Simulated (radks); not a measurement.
Charge is removed step by step from the 5p down level of Ba, starting from [Kr] 4d10 5s2 5p(up 3, down 3) 6s2. Calculated with a radial shooting solver on a logarithmic mesh with Libxc functionals: scalar-relativistic Kohn-Sham, LDA (Slater exchange, Perdew-Wang correlation), spin-polarised, spherical densities, finite nucleus; Fermi nuclear charge, rms radius 4.8378 fm.

removed (e),E - E(0) (eV),eigenvalue (eV),E minus straight line (eV)
0,0.000,-18.806,0.000
0.125,2.416,-19.867,-0.487
0.25,4.966,-20.951,-0.839
0.375,7.652,-22.057,-1.055
0.5,10.478,-23.181,-1.132
0.625,13.446,-24.324,-1.066
0.75,16.557,-25.483,-0.857
0.875,19.814,-26.657,-0.503
1,23.219,-27.846,0.000

Removing the whole electron costs 23.219 eV by Delta-SCF, against 18.806 eV from minus the eigenvalue at the starting occupation. Slater's transition state (half an electron removed) gives 23.181 eV. Integrating minus the eigenvalue over the occupation (Janak's theorem) gives 23.229 eV. In this scalar-relativistic scheme the density is built from large components alone, so the theorem holds only approximately. The mean slope of the eigenvalue, de/dn, is 9.04 eV per electron.
